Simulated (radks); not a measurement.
The nuclear charge of neutral ytterbium is varied continuously with 70 electrons held in [Xe] 4f14 6s2. Calculated with a radial shooting solver on a logarithmic mesh with Libxc functionals: scalar-relativistic Kohn-Sham, SCAN, spin-unpolarised, spherical densities, finite nucleus; meta-GGA in the generalised Kohn-Sham scheme; Fermi nuclear charge, rms radius 5.3108 fm. By the Hellmann-Feynman theorem dE/dZ = E(electron-nucleus)/Z, the electronic potential at the nucleus (averaged over a nucleus of fixed radius). The scalar-relativistic energy here is not variational (the density holds large components alone), so the two differ by a part that grows with Z.

Z,E (hartree),E(electron-nucleus)/Z (hartree),HOMO,e(HOMO) (eV),<r> HOMO (bohr)
69.8,-13960.9029,-492.259,4f,-0.551,0.8077
69.9,-14010.5200,-493.332,4f,-1.771,0.7974
70,-14060.2462,-494.405,4f,-3.062,0.7881
70.1,-14110.0810,-495.476,4f,-4.412,0.7795
70.2,-14160.0250,-496.547,6s,-5.363,3.736

The central difference of E at Z = 70 is -497.805 hartree, to compare with the third column; the second derivative is -10.9 hartree. No converged solution with all levels bound was reached at Z = 70.3, 70.4, 70.5, 70.6, 70.7, 70.8, 70.9, 71.
